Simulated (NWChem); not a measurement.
**H2O2Zn**

SMILES: [OH][Zn][OH]
```xyz
5

Zn     0.0000     0.0000     0.0066
O      0.2139     1.7522    -0.0711
H     -0.4050     2.2528     0.4695
O     -0.2139    -1.7522    -0.0711
H      0.4050    -2.2528     0.4695
```
Charge 0, spin multiplicity 1.

Everything below was run with NWChem. Structure: optimised with PBE0/def2-SVP, a minimum by its harmonic frequencies. It is one conformer; others weren't searched.

Symmetry labels belong to the abelian group C2 used in the runs, with the axes of the coordinates shown; states degenerate in a higher group split over its labels.

The structure started from a generated list of species.

Problem. List the lowest 4 singlet excitations that CIS/def2-SVP gives, with oscillator strengths.

Solution. 
| state | symmetry | energy (eV) | wavelength (nm) | f |
|---|---|---|---|---|
| 1 | b | 7.26 | 171 | 0.021 |
| 2 | a | 7.36 | 168 | 0.025 |
| 3 | b | 8.18 | 152 | 0.164 |
| 4 | a | 8.39 | 148 | 0.035 |
